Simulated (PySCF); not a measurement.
Vertical excitations of a molecule C₅H₉Cl from TDDFT-B3LYP/def2-SVPD (PySCF), as energy in eV (oscillator strength): 6.25 (0.024), 6.49 (0.297), 6.63 (0.030), 6.95 (0.000), 7.04 (0.015), 7.37 (0.010), 7.53 (0.018), 7.79 (0.012), 7.84 (0.001), 7.85 (0.004). Lowest triplet (TDA): 4.09 eV. The structure is a stationary point at PBE-D3(BJ)/def2-SVP. One conformer was computed; it need not be the lowest.

Problem. Identify the compound among the candidates.
A) C[C@@H]1CC[C@@H]1Cl
B) C=C[C@@H](C)CCl
C) CCC/C=C\Cl
D) C[C@H]1C[C@H](Cl)C1

Solution. C, CCC/C=C\Cl
